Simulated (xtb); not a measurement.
F₃Ga, charge -1, doublet, from a rough starting geometry (GFN-xTB shapes and energies of metal compounds can be far from the true ones) (a state made from the parent by changing its charge; the spin is typed, not shown lowest); xtb with GFN2-xTB.

Here is a job for xtb.
```
$ xtb mol.xyz --gfn 2 --chrg -1 --uhf 1 --opt vtight --json

# file mol.xyz
4

Ga    -0.01183288    -0.05597148     0.01591941
F     -1.48158241    -0.93630294     0.06381946
F      0.00305165     1.59198975    -0.67618574
F      1.43816505    -0.67618285     0.63252440
```

It wrote (shortened):

```
   ID    Z sym.   atoms
    1   31 Ga     1
    2    9 F      2-4

           -------------------------------------------------
          |                Calculation Setup                |
           -------------------------------------------------

           -------------------------------------------------
          |                 G F N 2 - x T B                 |
           -------------------------------------------------

          ...................................................
          :                      SETUP                      :
          :.................................................:
          :  # basis functions                  22          :
          :  # atomic orbitals                  21          :
          :  # shells                            9          :
          :  # electrons                        25          :
          :  max. iterations                   250          :
          :  Hamiltonian                  GFN2-xTB          :
          :  restarted?                      false          :
          :  GBSA solvation                  false          :
          :  PC potential                    false          :
          :  electronic temp.          300.0000000     K    :
          :  accuracy                    1.0000000          :
          :  -> integral cutoff          0.2500000E+02      :
          :  -> integral neglect         0.1000000E-07      :
          :  -> SCF convergence          0.1000000E-05 Eh   :
          :  -> wf. convergence          0.1000000E-03 e    :
          :  Broyden damping             0.4000000          :
          :  net charge                         -1          :
          :  unpaired electrons                  1          :
          ...................................................

 iter      E             dE          RMSdq      gap      omega  full diag
   1    -15.8067785 -0.158068E+02  0.665E+00    4.49       0.0  T
   2    -15.8079085 -0.113000E-02  0.396E+00    4.71       1.0  T
   3    -15.8085407 -0.632220E-03  0.899E-01    5.27       1.0  T
   4    -15.8089581 -0.417386E-03  0.205E-01    5.22       1.0  T
   5    -15.8089777 -0.196199E-04  0.141E-01    5.23       1.0  T
   6    -15.8089807 -0.301487E-05  0.298E-02    5.22       1.7  T
   7    -15.8089807 -0.192413E-07  0.119E-02    5.22       4.2  T
   8    -15.8089808 -0.102592E-06  0.193E-03    5.22      25.9  T
   9    -15.8089808 -0.518548E-08  0.118E-03    5.22      42.2  T
  10    -15.8089808 -0.174035E-08  0.126E-04    5.22     397.2  T
  11    -15.8089808 -0.258282E-10  0.121E-05    5.22    4122.9  T

   *** convergence criteria satisfied after 11 iterations ***

         :::::::::::::::::::::::::::::::::::::::::::::::::::::
         ::                     SUMMARY                     ::
         :::::::::::::::::::::::::::::::::::::::::::::::::::::
         :: total energy             -15.796700514180 Eh    ::
         :: gradient norm              0.090370770728 Eh/a0 ::
         :: HOMO-LUMO gap              5.221099045011 eV    ::
         ::.................................................::
         :: SCC energy               -15.808980713416 Eh    ::
         :: -> isotropic ES            0.162411672060 Eh    ::
         :: -> anisotropic ES         -0.002618667158 Eh    ::
         :: -> anisotropic XC         -0.001261833021 Eh    ::
         :: -> dispersion             -0.001442432969 Eh    ::
         :: repulsion energy           0.012280199237 Eh    ::
         :: add. restraining           0.000000000000 Eh    ::
         :: total charge              -1.000000000000 e     ::
         :::::::::::::::::::::::::::::::::::::::::::::::::::::

      -----------------------------------------------------------
     |                   =====================                   |
     |                        A N C O P T                        |
     |                   =====================                   |
     |               Approximate Normal Coordinate               |
     |                Rational Function Optimizer                |
      -----------------------------------------------------------
      -----------------------------------------------------------
     |                   =====================                   |
     |                        A N C O P T                        |
     |                   =====================                   |
     |               Approximate Normal Coordinate               |
     |                Rational Function Optimizer                |
      -----------------------------------------------------------

          ...................................................
          :                      SETUP                      :
          :.................................................:
          :   optimization level         verytight          :
          :   max. optcycles                   200          :
          :   ANC micro-cycles                  20          :
          :   degrees of freedom                 6          :
          :.................................................:
          :   RF solver                   davidson          :
          :   write xtbopt.log                true          :
          :   linear?                        false          :
          :   energy convergence         0.1000000E-06 Eh   :
          :   grad. convergence          0.2000000E-03 Eh/α :
          :   maxmium RF displ.          1.0000000          :
          :   Hlow (freq-cutoff)         0.1000000E-01      :
          :   Hmax (freq-cutoff)         5.0000000          :
          :   S6 in model hess.         20.0000000          :
          ...................................................

generating ANC from exact Hessian ...
Using Lindh-Hessian (1995)
 Shifting diagonal of input Hessian by    9.8256411282200262E-003
 Lowest  eigenvalues of input Hessian
    0.000000    0.000000    0.000000    0.000000    0.000000    0.000000
[...]
 * total energy  :   -15.8296218 Eh     change       -0.1183847E-03 Eh
 * total energy  :   -15.8296825 Eh     change       -0.6076066E-04 Eh
 * total energy  :   -15.8297257 Eh     change       -0.4315535E-04 Eh
 * total energy  :   -15.8297662 Eh     change       -0.4054190E-04 Eh
 * total energy  :   -15.8297718 Eh     change       -0.5572747E-05 Eh
 * total energy  :   -15.8297770 Eh     change       -0.5240725E-05 Eh
 * total energy  :   -15.8297862 Eh     change       -0.9192360E-05 Eh
 * total energy  :   -15.8297905 Eh     change       -0.4246988E-05 Eh
 * total energy  :   -15.8297910 Eh     change       -0.5393486E-06 Eh
 * total energy  :   -15.8297914 Eh     change       -0.3946883E-06 Eh
 * total energy  :   -15.8297920 Eh     change       -0.5978477E-06 Eh
 * total energy  :   -15.8297923 Eh     change       -0.2894333E-06 Eh
 * total energy  :   -15.8297924 Eh     change       -0.6789487E-07 Eh
   *** GEOMETRY OPTIMIZATION CONVERGED AFTER 19 ITERATIONS ***
[...]
          :  electronic temp.          300.0000000     K    :
          :  accuracy                    1.0000000          :
          :  -> integral cutoff          0.2500000E+02      :
          :  -> integral neglect         0.1000000E-07      :
          :  -> SCF convergence          0.1000000E-05 Eh   :
          :  -> wf. convergence          0.1000000E-03 e    :
          :  Broyden damping             0.4000000          :
          :  net charge                         -1          :
          :  unpaired electrons                  1          :
          ...................................................

 iter      E             dE          RMSdq      gap      omega  full diag
   1    -15.8307335 -0.158307E+02  0.270E-06    5.62       0.0  T
   2    -15.8307335 -0.532907E-14  0.143E-06    5.62   34939.1  T
   3    -15.8307335  0.532907E-14  0.185E-07    5.62  100000.0  T

   *** convergence criteria satisfied after 3 iterations ***

         :::::::::::::::::::::::::::::::::::::::::::::::::::::
         ::                     SUMMARY                     ::
         :::::::::::::::::::::::::::::::::::::::::::::::::::::
         :: total energy             -15.829792372148 Eh    ::
         :: gradient norm              0.000067740554 Eh/a0 ::
         :: HOMO-LUMO gap              5.617346897076 eV    ::
         ::.................................................::
         :: SCC energy               -15.830733173978 Eh    ::
         :: -> isotropic ES            0.170340134015 Eh    ::
         :: -> anisotropic ES          0.001964084310 Eh    ::
         :: -> anisotropic XC         -0.000843779901 Eh    ::
         :: -> dispersion             -0.001376315180 Eh    ::
         :: repulsion energy           0.000940801830 Eh    ::
         :: add. restraining           0.000000000000 Eh    ::
         :: total charge              -1.000000000000 e     ::
         :::::::::::::::::::::::::::::::::::::::::::::::::::::

           -------------------------------------------------
          |                Property Printout                |
           -------------------------------------------------

    * Orbital Energies and Occupations

         #    Occupation            Energy/Eh            Energy/eV
      -------------------------------------------------------------
         1        2.0000           -0.5823338             -15.8461
         2        2.0000           -0.5819200             -15.8348
         3        2.0000           -0.5758520             -15.6697
         4        2.0000           -0.3320462              -9.0354
         5        2.0000           -0.2873636              -7.8196
         6        2.0000           -0.2872712              -7.8170
         7        2.0000           -0.2816659              -7.6645
         8        2.0000           -0.2816093              -7.6630
         9        2.0000           -0.2797891              -7.6134
        10        2.0000           -0.2778523              -7.5607
        11        2.0000           -0.2777378              -7.5576
        12        2.0000           -0.2735652              -7.4441
        13        1.0000           -0.1769541              -4.8152 (HOMO)
        14                          0.0294796               0.8022 (LUMO)
        15                          0.1453429               3.9550
        16                          0.1474187               4.0115
        17                          0.2051494               5.5824
        18                          0.2058490               5.6014
        19                          0.4079606              11.1012
        20                          0.8384016              22.8141
        21                          0.8479826              23.0748
      -------------------------------------------------------------
                  HL-Gap            0.2064337 Eh            5.6173 eV
             Fermi-level           -0.1494985 Eh           -4.0681 eV

     #   Z          covCN         q      C6AA      α(0)
     1  31 Ga       1.963     0.169   214.563    32.856
     2   9 F        0.654    -0.390    13.417     4.323
     3   9 F        0.654    -0.390    13.420     4.324
     4   9 F        0.655    -0.389    13.410     4.322

 Mol. C6AA /au·bohr⁶  :        610.313621
 Mol. C8AA /au·bohr⁸  :      38248.455571
 Mol. α(0) /au        :         45.825368

Wiberg/Mayer (AO) data.
largest (>0.10) Wiberg bond orders for each atom

 ---------------------------------------------------------------------------
     #   Z sym  total        # sym  WBO       # sym  WBO       # sym  WBO
 ---------------------------------------------------------------------------
     1  31 Ga   2.867 --     4 F    0.957     2 F    0.956     3 F    0.955
     2   9 F    1.055 --     1 Ga   0.956
     3   9 F    1.055 --     1 Ga   0.955
     4   9 F    1.057 --     1 Ga   0.957
 ---------------------------------------------------------------------------

Topologies differ in total number of bonds
Writing topology from bond orders to xtbtopo.mol

molecular dipole:
                 x           y           z       tot (Debye)
 q only:        0.022       0.041      -0.008
   full:        0.021       0.042      -0.010       0.123
molecular quadrupole (traceless):
                xx          xy          yy          xz          yz          zz
 q only:       -3.564      -1.061      -2.372      -2.323       4.366       5.936
  q+dip:       -3.792      -1.128      -2.523      -2.471       4.644       6.315
   full:       -4.677      -1.396      -3.119      -3.049       5.735       7.796

optimized geometry written to: xtbopt.xyz

           -------------------------------------------------
          | TOTAL ENERGY              -15.829792372148 Eh   |
          | GRADIENT NORM               0.000067740554 Eh/α |
          | HOMO-LUMO GAP               5.617346897076 eV   |
           -------------------------------------------------

normal termination of xtb
```
